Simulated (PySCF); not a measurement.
Basis and Hamiltonian dependence of the excitation energy of C

C [He] 2s2 2p2 (3P) → C [He] 2s1 2p3 (5S). All values are computed (PySCF 2.14, energy differences of UHF-based or UKS calculations, no spin-orbit coupling). Values in eV.

| basis | Hamiltonian | functions | UHF | LDA | PBE0 | MP2 (valence) | CCSD(T) (valence) | CCSD(T) (valence and next inner shell) |
| --- | --- | --- | --- | --- | --- | --- | --- | --- |
| aug-cc-pVDZ-DK | spin-free X2C | 23 | 2.648 | 4.112 | 4.069 | 3.551 | 4.014 | n/a |
| aug-cc-pVDZ | non-relativistic | 23 | 2.635 | 4.099 | 4.056 | 3.538 | 4.002 | n/a |
| x2c-TZVPPall | spin-free X2C | 31 | 2.582 | 4.068 | 4.019 | 3.661 | 4.077 | 4.063 |
| def2-TZVPPD | non-relativistic | 37 | 2.571 | 4.056 | 4.006 | 3.653 | 4.070 | 4.056 |
| x2c-TZVPPall with one added diffuse shell each of s, p, d type | spin-free X2C | 40 | 2.584 | 4.070 | 4.020 | 3.667 | 4.085 | 4.070 |
| dyall-av2z | non-relativistic | 42 | 2.567 | 4.063 | 4.009 | 3.557 | 4.009 | n/a |
| aug-cc-pVTZ-DK | spin-free X2C | 46 | 2.598 | 4.087 | 4.039 | 3.703 | 4.113 | n/a |
| aug-cc-pCVTZ-DK | spin-free X2C | 59 | 2.596 | 4.086 | 4.036 | 3.722 | 4.127 | 4.116 |
| dyall-av3z | spin-free X2C | 71 | 2.582 | 4.074 | 4.022 | 3.726 | 4.128 | n/a |
| x2c-QZVPPall with one added diffuse shell each of s, p, d, f type | spin-free X2C | 73 | 2.584 | 4.075 | 4.024 | 3.762 | 4.144 | 4.119 |
| aug-cc-pVQZ | non-relativistic | 80 | 2.575 | 4.066 | 4.017 | 3.766 | 4.144 | n/a |
| aug-cc-pVQZ-DK | spin-free X2C | 80 | 2.587 | 4.078 | 4.030 | 3.779 | 4.156 | n/a |
| aug-cc-pVQZ with one added diffuse shell each of s, p, d, f, g type | non-relativistic | 105 | 2.575 | 4.066 | 4.017 | 3.767 | n/a | n/a |
| aug-cc-pCVQZ-DK | spin-free X2C | 109 | 2.587 | 4.077 | 4.026 | 3.788 | n/a | n/a |

Frozen in the all-electron rows: valence: 1s2; valence and next inner shell: nothing.

Reference for a calculation without spin-orbit coupling: 4.179 eV (measured, between term centres; NIST).
